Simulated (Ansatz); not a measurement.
Several settings on one geometry of Al₉Sb₈Cl₃ (that of the charge 0 singlet, PBE-D4/def2-SVP). Ansatz on 2 threads of AMD EPYC 7R13 on a shared host and a share (18 GiB) of an NVIDIA H100 80GB HBM3; times are rough.

| atom | x (Å) | y (Å) | z (Å) |
| --- | --- | --- | --- |
| Sb1 | -1.221 | -3.426 | 3.565 |
| Sb2 | 1.031 | -3.083 | 1.379 |
| Sb3 | -1.758 | 3.394 | -2.306 |
| Sb4 | 0.761 | -0.106 | -2.356 |
| Sb5 | -1.911 | 0.617 | 1.484 |
| Sb6 | 1.801 | 0.697 | 4.162 |
| Sb7 | 2.128 | 3.341 | 0.490 |
| Sb8 | 4.166 | -1.261 | 0.059 |
| Al9 | -1.803 | -2.117 | 1.371 |
| Al10 | -1.757 | 0.881 | -1.143 |
| Al11 | 0.357 | -0.719 | 0.230 |
| Al12 | 0.230 | -1.290 | 3.565 |
| Al13 | 2.547 | -0.783 | 2.029 |
| Al14 | -1.266 | 1.231 | -3.762 |
| Al15 | 0.576 | 2.547 | -1.470 |
| Al16 | 2.654 | 0.819 | -0.293 |
| Al17 | 0.731 | 1.424 | 1.777 |
| Cl18 | -3.117 | -2.857 | -0.147 |
| Cl19 | -2.981 | -0.214 | -2.766 |
| Cl20 | -1.186 | 0.854 | -5.846 |

Totals from different functionals, basis sets or treatments of relativity can't be compared as stabilities.

In the def2 sets Sb takes a core potential; there is no spin–orbit coupling.

Scalar relativity in a set contracted without it gives distorted totals.

The spins typed aren't always the lowest for that charge.

(1) Give the basis size and estimate the energy, ⟨S²⟩, dipole and time of these runs.

```csv
run,method,charge,state,further keys
1,ROKS rPW86-PBE-rVV10/def2-SVP,0,triplet,fitting: {mean_field: def2-universal-jkfit}; pseudopotentials: {relativity: scalar}; scf: {omitted_lower_state_checks: [starts]}; forces asked
2,UKS ωPBEh/def2-SVP,1,doublet,"fitting: {mean_field: def2-universal-jkfit}; final_grid: {core_spheres: 5, valence_spheres: 4, degree: 11}; scf: {omitted_lower_state_checks: [starts]}"
3,RKS CAM-B3LYP-D3(BJ)/STO-3G,0,singlet,scf: {omitted_lower_state_checks: [starts]}; forces asked
```

Results:

(1) 
| run | functions | energy (Eh) | ⟨S²⟩ | dipole (D) | wall time |
| --- | --- | --- | --- | --- | --- |
| 1 | 424 | -5495.6018 | – | 3.76 | 15 s |
| 2 | 424 | -5482.8138 | 0.76 | – | 9 s |
| 3 | 324 | -53550.9204 | – | 7.31 | 10 s |

The restricted singlet is unstable towards broken spin symmetry in Hartree–Fock (as tested in another run); at RKS CAM-B3LYP-D3(BJ)/STO-3G this wasn't settled.
